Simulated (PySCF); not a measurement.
Sn(H)(Cl)2(vinyl) (C2H4Cl2Sn), SMILES C=[CH][SnH]([Cl])[Cl].

Geometry: PBE0-D3(BJ)/def2-SVP. The structure was generated by enumeration; whether it is a known compound was not checked. The def2 effective core potentials stand for the cores of Sn; spin–orbit coupling is left out. The values are those of a single conformer.

All values below come from TDDFT-PBE0/def2-SVPD (PySCF).

Vertical excitations. Gas-phase values at a fixed geometry.

Computed lowest excited states:
```
state  energy (eV)  λ (nm)      f                                                                     main pairs
-----  -----------  ------  -----  -----------------------------------------------------------------------------
S1            5.79     214  0.034                                                                 HOMO→LUMO 82 %
S2            6.05     205  0.013                                             HOMO−1→LUMO 46 %, HOMO−2→LUMO 40 %
S3            6.18     201  0.010         HOMO−3→LUMO 29 %, HOMO−2→LUMO 23 %, HOMO−4→LUMO 21 %, HOMO−1→LUMO 14 %
S4            6.22     199  0.015                           HOMO−3→LUMO 50 %, HOMO−2→LUMO 17 %, HOMO−1→LUMO 13 %
S5            6.31     196  0.055                                                               HOMO−4→LUMO 69 %
S6            6.40     194  0.043                         HOMO→LUMO+1 50 %, HOMO−1→LUMO+1 26 %, HOMO−5→LUMO 12 %
S7            6.76     183  0.004                        HOMO−2→LUMO+1 52 %, HOMO→LUMO+1 10 %, HOMO−4→LUMO+1 9 %
S8            6.85     181  0.038     HOMO−1→LUMO+2 19 %, HOMO−1→LUMO+1 19 %, HOMO→LUMO+2 17 %, HOMO−5→LUMO 14 %
S9            6.90     180  0.034     HOMO−3→LUMO+1 23 %, HOMO−2→LUMO+1 19 %, HOMO→LUMO+2 15 %, HOMO−5→LUMO 13 %
S10           6.93     179  0.041  HOMO−3→LUMO+1 39 %, HOMO−1→LUMO+1 13 %, HOMO−1→LUMO+2 11 %, HOMO−4→LUMO+1 7 %
T1            4.23     293      0         HOMO−1→LUMO 28 %, HOMO−1→LUMO+1 27 %, HOMO→LUMO+1 14 %, HOMO→LUMO 11 %
T2            5.31     233      0                                               HOMO→LUMO 66 %, HOMO−1→LUMO 26 %
T3            5.61     221      0                                                               HOMO−2→LUMO 71 %
T4            5.69     218      0        HOMO→LUMO+1 27 %, HOMO−3→LUMO 25 %, HOMO−1→LUMO+1 15 %, HOMO−4→LUMO 7 %
```
Triplets are in the Tamm–Dancoff approximation, which puts them higher than full response would, so one can lie above its singlet here.
